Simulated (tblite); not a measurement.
Record of a relaxation.

C₅H₈N₂SeSi.
SMILES with atom numbers: `[NH2:1][c:2]1[cH:3][cH:4][cH:5][n:6][c:7]1[Se:8][SiH3:9]` (hydrogens: H10, H11 on N1; H12 on C3; H13 on C4; H14 on C5; H15, H16, H17 on Si9)

Computed with GFN2-xTB (tblite), gas phase: L-BFGS steps from a force-field or distance-geometry start until the largest atomic force falls under 0.01 eV/Å. 9 of its 191 geometries are shown.

Step 0: E = -694.2590 eV, largest atomic force 2.337 eV/Å
```
atom  x, y, z in Å  |  force x, y, z in eV/Å
N1     -0.055   -2.097    0.088    0.366   0.267  -0.225
C2     -0.690   -0.830    0.308    1.219  -1.966   0.031
C3     -2.002   -0.679   -0.084    0.110   0.683   0.346
C4     -2.608    0.548    0.126   -0.555  -0.019   0.031
C5     -1.925    1.588    0.750    1.493  -1.500  -0.144
N6     -0.635    1.394    1.121   -0.315  -0.137  -0.236
C7     -0.009    0.220    0.920   -1.461   1.761  -0.477
Se8     1.821    0.069    1.509   -0.199  -0.285   0.535
Si9     3.323    0.674   -0.062    0.177   0.769  -0.328
H10     0.627   -2.125   -0.698   -0.868  -0.331   1.460
H11    -0.296   -2.921    0.672    0.402   1.180  -1.133
H12    -2.475   -1.523   -0.543   -0.346  -0.065  -0.132
H13    -3.640    0.654   -0.173   -0.075   0.229  -0.027
H14    -2.427    2.534    0.897    0.499  -0.002   0.234
H15     3.632    2.124    0.068   -0.098  -0.401   0.044
H16     2.792    0.474   -1.399   -0.163  -0.115  -0.156
H17     4.560   -0.092    0.086   -0.188  -0.070   0.177
```

Step 24: E = -695.0522 eV, largest atomic force 0.441 eV/Å
```
atom  x, y, z in Å  |  force x, y, z in eV/Å
N1      0.006   -2.104    0.224   -0.051  -0.301  -0.156
C2     -0.592   -0.871    0.329   -0.118  -0.087  -0.118
C3     -1.937   -0.714   -0.002    0.000  -0.097  -0.022
C4     -2.555    0.506    0.179    0.105   0.003  -0.110
C5     -1.786    1.559    0.639    0.057   0.135   0.147
N6     -0.509    1.415    0.949    0.191   0.273   0.281
C7      0.074    0.249    0.834   -0.333  -0.014  -0.042
Se8     1.812    0.054    1.619    0.037  -0.004   0.037
Si9     3.161    0.733   -0.067    0.092   0.144  -0.055
H10     0.907   -2.124   -0.241   -0.100  -0.085   0.250
H11    -0.654   -2.813   -0.085    0.433   0.046  -0.069
H12    -2.465   -1.577   -0.388   -0.123   0.085   0.040
H13    -3.591    0.638   -0.061   -0.260   0.040  -0.003
H14    -2.204    2.539    0.833    0.053  -0.046  -0.143
H15     3.443    2.168    0.029   -0.002  -0.131   0.003
H16     2.550    0.462   -1.371   -0.018  -0.057   0.069
H17     4.332   -0.108    0.170    0.038   0.094  -0.109
```

Step 48: E = -695.2212 eV, largest atomic force 0.100 eV/Å
```
atom  x, y, z in Å  |  force x, y, z in eV/Å
N1     -0.037   -2.146    0.193   -0.074   0.064   0.019
C2     -0.637   -0.927    0.319   -0.014  -0.020   0.026
C3     -1.976   -0.700   -0.016    0.003  -0.047  -0.002
C4     -2.531    0.555    0.156    0.055  -0.020   0.027
C5     -1.728    1.573    0.648    0.036   0.003  -0.022
N6     -0.473    1.362    1.009    0.047   0.032   0.049
C7      0.046    0.171    0.872   -0.029  -0.003  -0.011
Se8     1.828   -0.058    1.602    0.024   0.044   0.017
Si9     3.107    0.748   -0.103   -0.053   0.021   0.031
H10     0.962   -2.161    0.328    0.063  -0.039   0.015
H11    -0.417   -2.821   -0.445   -0.083  -0.012  -0.010
H12    -2.568   -1.526   -0.383   -0.012   0.005  -0.061
H13    -3.570    0.740   -0.073    0.049  -0.028  -0.037
H14    -2.092    2.583    0.772    0.010  -0.012   0.018
H15     3.307    2.187    0.024   -0.014   0.000   0.002
H16     2.417    0.427   -1.350    0.005  -0.011  -0.035
H17     4.355    0.004    0.034   -0.013   0.022  -0.027
```

Step 71: E = -695.2589 eV, largest atomic force 0.059 eV/Å
```
atom  x, y, z in Å  |  force x, y, z in eV/Å
N1     -0.112   -2.237    0.310    0.016  -0.001  -0.011
C2     -0.615   -0.975    0.370   -0.015  -0.010   0.056
C3     -1.891   -0.664   -0.110    0.007   0.005  -0.018
C4     -2.399    0.610    0.060    0.004   0.009  -0.004
C5     -1.622    1.556    0.710    0.021   0.014  -0.034
N6     -0.399    1.288    1.136   -0.003  -0.014  -0.009
C7      0.086    0.086    0.969    0.027  -0.003  -0.011
Se8     1.902   -0.153    1.605    0.005  -0.013  -0.009
Si9     2.971    0.824   -0.157   -0.017  -0.002   0.023
H10     0.859   -2.361    0.551    0.005  -0.005  -0.028
H11    -0.528   -2.893   -0.328    0.025  -0.025   0.013
H12    -2.465   -1.433   -0.607   -0.020   0.001  -0.001
H13    -3.379    0.862   -0.311   -0.025   0.006   0.026
H14    -1.974    2.561    0.889    0.004   0.038  -0.012
H15     3.010    2.276   -0.020   -0.023  -0.022   0.020
H16     2.248    0.441   -1.371    0.018  -0.003   0.016
H17     4.300    0.224   -0.108   -0.027   0.026  -0.018
```

Step 95: E = -695.2757 eV, largest atomic force 0.078 eV/Å
```
atom  x, y, z in Å  |  force x, y, z in eV/Å
N1     -0.148   -2.304    0.341   -0.075  -0.010   0.019
C2     -0.613   -1.026    0.398    0.037   0.006  -0.016
C3     -1.867   -0.659   -0.094   -0.007  -0.018   0.006
C4     -2.303    0.647    0.036    0.003  -0.009  -0.037
C5     -1.471    1.574    0.642   -0.020  -0.012   0.024
N6     -0.272    1.246    1.096    0.006  -0.021  -0.010
C7      0.135    0.009    0.982    0.045  -0.016  -0.002
Se8     1.946   -0.305    1.595   -0.001  -0.015   0.019
Si9     2.841    0.876   -0.131   -0.008   0.032  -0.031
H10     0.825   -2.452    0.561    0.026   0.007   0.005
H11    -0.585   -2.954   -0.287   -0.015  -0.008   0.000
H12    -2.479   -1.407   -0.578   -0.041  -0.007   0.000
H13    -3.269    0.941   -0.343   -0.028   0.008   0.006
H14    -1.759    2.607    0.766    0.015   0.021   0.001
H15     2.647    2.299    0.112    0.013   0.012  -0.013
H16     2.125    0.449   -1.336    0.048   0.023   0.016
H17     4.240    0.472   -0.173    0.001   0.008   0.012
```

Step 119: E = -695.3686 eV, largest atomic force 0.236 eV/Å
```
atom  x, y, z in Å  |  force x, y, z in eV/Å
N1     -0.422   -2.509    0.453    0.063   0.085   0.034
C2     -0.745   -1.182    0.382    0.127   0.012   0.040
C3     -2.038   -0.727    0.121   -0.034   0.020  -0.004
C4     -2.297    0.633    0.128    0.064   0.121   0.021
C5     -1.253    1.513    0.368   -0.088  -0.065  -0.001
N6     -0.016    1.098    0.606   -0.074   0.010  -0.043
C7      0.227   -0.189    0.626   -0.100  -0.118  -0.106
Se8     2.054   -0.674    0.972    0.094   0.199  -0.046
Si9     2.974    1.186   -0.015   -0.103   0.195  -0.083
H10     0.562   -2.735    0.383   -0.041   0.046   0.042
H11    -1.039   -3.157    0.002   -0.162  -0.138  -0.065
H12    -2.838   -1.425   -0.089    0.128  -0.057   0.042
H13    -3.296    1.001   -0.061    0.078  -0.012   0.002
H14    -1.407    2.583    0.370    0.064   0.008  -0.001
H15     2.399    2.436    0.475   -0.037  -0.174   0.013
H16     2.736    1.007   -1.457    0.049   0.032   0.185
H17     4.394    1.154    0.325   -0.027  -0.163  -0.029
```

Step 142: E = -695.4447 eV, largest atomic force 0.120 eV/Å
```
atom  x, y, z in Å  |  force x, y, z in eV/Å
N1     -0.476   -2.560    0.449    0.056  -0.070   0.069
C2     -0.746   -1.231    0.316   -0.009   0.035  -0.005
C3     -2.046   -0.723    0.306    0.009   0.008  -0.012
C4     -2.248    0.645    0.207    0.099  -0.004   0.020
C5     -1.147    1.476    0.104    0.039  -0.015  -0.024
N6      0.095    1.010    0.127   -0.038  -0.070  -0.026
C7      0.293   -0.283    0.249   -0.047   0.038  -0.025
Se8     2.125   -0.806    0.358   -0.070   0.086   0.007
Si9     2.918    1.339    0.122   -0.007  -0.096   0.005
H10     0.465   -2.872    0.251   -0.077   0.070   0.003
H11    -1.214   -3.220    0.278   -0.041  -0.023  -0.017
H12    -2.885   -1.403    0.382    0.050   0.020  -0.013
H13    -3.240    1.064    0.214   -0.066  -0.037  -0.024
H14    -1.249    2.548    0.001    0.036  -0.024   0.004
H15     2.141    2.289    0.899    0.095  -0.055   0.049
H16     2.933    1.594   -1.315   -0.052   0.048   0.026
H17     4.274    1.145    0.638    0.022   0.086  -0.038
```

Step 166: E = -695.5558 eV, largest atomic force 0.097 eV/Å
```
atom  x, y, z in Å  |  force x, y, z in eV/Å
N1     -0.510   -2.603    0.594    0.057  -0.040  -0.017
C2     -0.690   -1.272    0.355   -0.058   0.023  -0.010
C3     -1.948   -0.687    0.243   -0.075   0.051  -0.033
C4     -2.064    0.688    0.074   -0.012  -0.020  -0.064
C5     -0.919    1.453    0.001    0.029   0.065   0.055
N6      0.285    0.906    0.107    0.000  -0.042  -0.001
C7      0.411   -0.398    0.281    0.019   0.027   0.045
Se8     2.212   -0.902    0.435    0.060   0.003  -0.039
Si9     2.545    1.401    0.155   -0.058  -0.043   0.065
H10     0.420   -2.959    0.434    0.016  -0.007   0.022
H11    -1.264   -3.232    0.377   -0.031   0.016   0.004
H12    -2.829   -1.312    0.288   -0.007   0.006   0.017
H13    -3.030    1.158   -0.019   -0.022  -0.058   0.024
H14    -0.944    2.526   -0.129    0.012  -0.026  -0.024
H15     2.080    2.078    1.354   -0.003   0.034   0.002
H16     2.221    1.759   -1.217    0.014   0.014  -0.007
H17     4.016    1.409    0.254    0.059  -0.003  -0.038
```

Step 190: E = -695.5598 eV, largest atomic force 0.006 eV/Å
```
atom  x, y, z in Å  |  force x, y, z in eV/Å
N1     -0.512   -2.599    0.596    0.005   0.001  -0.002
C2     -0.698   -1.268    0.357    0.003   0.000   0.005
C3     -1.959   -0.692    0.227    0.000   0.002  -0.001
C4     -2.080    0.681    0.060   -0.003  -0.002  -0.002
C5     -0.938    1.456    0.020    0.003   0.002  -0.002
N6      0.268    0.915    0.137    0.002  -0.003   0.000
C7      0.399   -0.387    0.300    0.004  -0.001   0.001
Se8     2.209   -0.894    0.425    0.000  -0.002  -0.001
Si9     2.584    1.393    0.157   -0.003   0.002   0.001
H10     0.424   -2.953    0.467   -0.006   0.000  -0.001
H11    -1.264   -3.231    0.376    0.000  -0.001   0.000
H12    -2.837   -1.322    0.260   -0.001  -0.001   0.001
H13    -3.053    1.136   -0.040   -0.005   0.000  -0.001
H14    -0.966    2.527   -0.112   -0.001   0.003   0.001
H15     2.136    2.092    1.350    0.000  -0.001   0.000
H16     2.220    1.780   -1.197    0.001  -0.001   0.000
H17     4.059    1.377    0.206    0.002   0.000   0.000
```

**Question.** Summarise the path.

**Answer.** The energy falls by 1.3008 eV from step 0 to step 190; nine tenths of that is first reached at step 137. It rises by more than 0.2 meV at steps 26, 121 and 123. The largest force goes from 2.337 to 0.006 eV/Å. Among the bonds Se8–Si9 changes most, from 2.256 to 2.334 Å; the atoms move by 1.214 Å rms after alignment.

What follows is the cost of the whole relaxation. Time: 1.9 s. Hardware: Arm Neoverse V1, one thread, shared host with 32 logical CPUs at a one-minute load of 14.
